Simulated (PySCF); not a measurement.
Computed IR spectrum (relative IR intensity) of a molecule C₃H₇FOSi. Geometry: r2SCAN-D4/def2-SVP. Other conformers were not sampled. Calculation: r2SCAN-D4/def2-SVP run with PySCF. Frequencies are harmonic and unscaled.

ν (cm⁻¹): 11 (w), 69 (vw), 104 (vw), 224 (vw), 254 (vw), 263 (vw), 306 (w), 408 (w), 488 (w), 580 (vw), 696 (w), 725 (w), 781 (vs), 884 (m), 904 (m), 921 (m), 994 (w), 1062 (m), 1131 (vw), 1268 (w), 1376 (w), 1379 (w), 1447 (w), 1473 (w), 1775 (vs), 2216 (m), 2237 (s), 2787 (vs), 3021 (w), 3033 (w), 3132 (w), 3140 (w) (against the strongest line: vs over 80 %, s over 45 %, m over 15 %, w over 4 %, vw less)

Task: Which molecule gave these data?
A) O[SiH2]C1(F)CC1
B) C=CO[Si@@H](C)F
C) O[C@@H]1C[C@]1(F)[SiH3]
D) C[C@@H](F)[SiH2]C=O

Result: D, C[C@@H](F)[SiH2]C=O
